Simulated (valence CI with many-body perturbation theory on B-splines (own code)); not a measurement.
Results of a calculation; reference values are marked as such.
Energy levels of Cl IV

Level of theory: relativistic CI+MBPT: four valence electrons over a frozen Dirac-Fock core [Ne], radial functions for each j: 11 s, 11 p, 10 d, 8 f, 5 g, 2 h, with the one-electron correlation potential Σ1, the two-electron term Σ2, the three-electron term Σ3, Breit, model QED; selected CI, second order for the rest, scaled by the run's own slope (own B-spline code, finite nucleus).

Set against measurement, 24 paired levels are off by 115 cm⁻¹ on average, the worst by 405. These come from a selection out of Moore, Atomic Energy Levels, vol. I, NSRDS-NBS 35 (1971 reprint of NBS Circular 467, 1949), an old analysis. Levels without a partner in it may be off by more. Among the levels kept, up to 980 cm⁻¹ of a level comes from second order outside the variational space, and about a tenth of that is noise between levels of different J, which matters for small intervals.

Levels 136 to 172 of 172, with energies above the lowest level, 3s2 3p2 3P_0. "Leading %" is the weight of the configuration and term that name the level; weights of strongly mixed levels are sums over their largest components and can fall short. In the jj column 3d3/2^4 stands for four electrons in 3d with j = 3/2.

```tsv
No.	Configuration	Term	J	E (cm⁻¹)	Leading %	Leading jj	Second component	g
136	3s2 3p 5p	1D	2	329406	16	3s^2 3p3/2 5p3/2 (25 %)	15 % 3s 3p2 4s 3D	1.167
137	3s2 3p 5p	3P	1	329484	31	3s^2 3p3/2 5p1/2 (58 %)	24 % 3s2 3p 5p 3S	1.239
138	3s2 3p 5p	3P	2	329568	62	3s^2 3p3/2 5p3/2 (55 %)	10 % 3s 3p2 3d 3D	1.390
139	3s2 3p 5p	3D	2	330222	22	3s^2 3p3/2 5p1/2 (22 %)	22 % 3s 3p2 4s 3D	1.178
140	3s 3p2 3d	3D	1	330276	33	3s^2 3p3/2 4f5/2 (28 %)	28 % 3s2 3p 4f 3D	0.506
141	3s2 3p 5p	3D	3	330321	38	3s^2 3p3/2 5p3/2 (38 %)	32 % 3s 3p2 4s 3D	1.334
142	3s2 3p 5p	1S	0	331074	34	3s^2 3p3/2 5p3/2 (32 %)	22 % 3p4 1S	
143	3s 3p2 3d	1D	2	331284	46	3s 3p3/2^2 3d5/2 (24 %)	18 % 3s2 3p 4f 1D	1.003
144	3s 3p2 4p	5D°	0	331376	96	3s 3p1/2^2 4p1/2 (38 %)		
145	3s 3p2 4p	5D°	1	331529	96	3s 3p1/2 3p3/2 4p1/2 (41 %)		1.503
146	3s 3p2 4p	5D°	2	331833	96	3s 3p1/2 3p3/2 4p1/2 (44 %)		1.502
147	3s 3p2 4p	5D°	3	332301	96	3s 3p1/2 3p3/2 4p3/2 (58 %)		1.502
148	3s 3p2 4p	5D°	4	332925	96	3s 3p3/2^2 4p3/2 (62 %)		1.501
149	3s2 3p 5p	1S	0	335522	56	3s^2 3p3/2 5p3/2 (44 %)	12 % 3s 3p2 3d 1S	
150	3s 3p2 4p	5P°	1	335664	96	3s 3p1/2 3p3/2 4p1/2 (42 %)		2.498
151	3s 3p2 4p	5P°	2	335853	92	3s 3p1/2 3p3/2 4p3/2 (33 %)		1.837
152	3s 3p2 4p	5P°	3	336368	95	3s 3p1/2 3p3/2 4p3/2 (41 %)		1.663
153	3s 3p2 4s	1D	2	336616	60	3s 3p1/2 3p3/2 4s (39 %)	18 % 3s2 3p 5p 1D	1.001
154	3s 3p2 4p	5S°	2	337921	92	3s 3p1/2 3p3/2 4p3/2 (27 %)		1.995
155	3s 3p2 3d	1P	1	338139	92	3s 3p1/2 3p3/2 3d3/2 (33 %)		1.002
156	3s 3p2 4p	3D°	1	338502	92	3s 3p1/2 3p3/2 4p3/2 (46 %)		0.502
157	3s 3p2 4p	3D°	2	338884	91	3s 3p1/2 3p3/2 4p3/2 (46 %)		1.171
158	3s 3p2 4p	3D°	3	339504	90	3s 3p3/2^2 4p3/2 (41 %)		1.338
159	3s 3p2 4p	3P°	0	343780	92	3s 3p1/2 3p3/2 4p3/2 (64 %)		
160	3s 3p2 4p	3P°	1	343939	91	3s 3p1/2 3p3/2 4p3/2 (35 %)		1.499
161	3s 3p2 4p	3P°	2	344179	90	3s 3p1/2 3p3/2 4p3/2 (30 %)		1.499
162	3s 3p2 3d	3P	2	344501	77	3s 3p1/2 3p3/2 3d5/2 (38 %)	11 % 3p4 3P	1.500
163	3s 3p2 3d	3P	1	344928	77	3s 3p3/2^2 3d3/2 (26 %)	11 % 3p4 3P	1.499
164	3s 3p2 3d	3P	0	345124	77	3s 3p3/2^2 3d3/2 (45 %)	11 % 3p4 3P	
165	3s2 3p 5d	1D°	2	346509	53	3s^2 3p1/2 5d3/2 (75 %)	36 % 3s2 3p 5d 3F°	0.874
166	3s2 3p 5d	3D°	2	347078	34	3s^2 3p1/2 5d5/2 (60 %)	31 % 3s2 3p 5d 3F°	0.985
167	3s2 3p 5d	3F°	3	347149	62	3s^2 3p1/2 5d5/2 (78 %)	23 % 3s2 3p 5d 3D°	1.142
168	3s 3p2 3d	1F	3	347152	55	3s 3p1/2 3p3/2 3d5/2 (24 %)	27 % 3s2 3p 5f 1F	1.000
169	3s2 3p 5d	3D°	1	347404	82	3s^2 3p1/2 5d3/2 (71 %)	4 % 3s2 3p 5d 1P°	0.567
170	3s2 3p 5d	3D°	2	348038	48	3s^2 3p3/2 5d3/2 (72 %)	23 % 3s2 3p 5d 3F°	1.018
171	3s2 3p 5d	3F°	4	348216	90	3s^2 3p3/2 5d5/2 (90 %)		1.250
172	3s2 3p 5d	3D°	3	348326	66	3s^2 3p3/2 5d5/2 (55 %)	25 % 3s2 3p 5d 3F°	1.264
```

Names give the largest LS component (configuration and term), which can be under half, so a name can repeat, a term be missing and a line seem to break the LS rules; names also repeat where a configuration has a term twice.

Where two levels of one J and parity lie close, their mixing, g and order are uncertain.
